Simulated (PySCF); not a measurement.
# Energy of Cu²⁺ (copper, charge +2) between two integer charges

The 3d beta orbital of [Ar] 3d9 is emptied in steps (occupation f), with all orbitals relaxed, ending at [Ar] 3d8. Computed with PySCF 2.14 in def2-TZVP (6s4p4d1f, 45 functions), with no relativity, point nucleus. The exact energy is a straight line in f; departures are measured from the line between the end points of the same method.

**Question.** Among UHF, LDA, PBE, which shows the largest delocalisation error (convex curve), and which is closest to linear?

**Answer.** Most convex: LDA (-2.352 eV at f = 0.5); closest to linear: UHF (0.900 eV).

```tsv
f	UHF (eV)	LDA (eV)	PBE (eV)
1	0.000	0.000	0.000
0.9	0.350	-0.831	-0.805
0.7	0.785	-1.958	-1.893
0.5	0.900	-2.352	-2.270
0.3	0.728	-1.993	-1.919
0.1	0.301	-0.861	-0.828
0	0.000	0.000	0.000
```

| method | E(f=0) − E(f=1) (eV) | −ε at f=1 (eV) | −ε at f=0.5 (eV) |
| --- | --- | --- | --- |
| UHF | 34.323 | 38.289 | 34.154 |
| LDA | 38.274 | 29.085 | 38.170 |
| PBE | 37.583 | 28.677 | 37.504 |

Reference removal energy between the ground levels: 36.841 ± 0.012 eV (measured; NIST Atomic Spectra Database, ionization energies). The calculation has no spin-orbit coupling. The determinant left behind need not be the lowest term of the ion. UHF lacks correlation.
